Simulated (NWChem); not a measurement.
# A calculation on GeSe

```xyz
2

Ge     0.0000     0.0000     1.1173
Se     0.0000     0.0000    -1.0516
```
Charge 0, spin multiplicity 1.

All runs are NWChem calculations. The geometry was optimised at PBE/def2-SVP, a minimum by its harmonic frequencies.

Symmetry labels belong to the abelian group C2v used in the runs, with the axes of the coordinates shown; states degenerate in a higher group split over its labels.

The Hamiltonian is non-relativistic. The structure started from a generated list of species.

Question: List the lowest 6 singlet excitations that TDA-BHandHLYP/def2-SVPD gives, with oscillator strengths.

Answer: 
```json
[
 {"state": "1", "symmetry": "a2", "energy (eV)": "3.33", "wavelength (nm)": "372", "f": "0.000"},
 {"state": "2", "symmetry": "a2", "energy (eV)": "3.59", "wavelength (nm)": "345", "f": "0.000"},
 {"state": "3", "symmetry": "a1", "energy (eV)": "3.59", "wavelength (nm)": "345", "f": "0.000"},
 {"state": "4", "symmetry": "b1", "energy (eV)": "4.00", "wavelength (nm)": "310", "f": "0.014"},
 {"state": "5", "symmetry": "b2", "energy (eV)": "4.00", "wavelength (nm)": "310", "f": "0.014"},
 {"state": "6", "symmetry": "a1", "energy (eV)": "5.74", "wavelength (nm)": "216", "f": "0.132"}
]
```
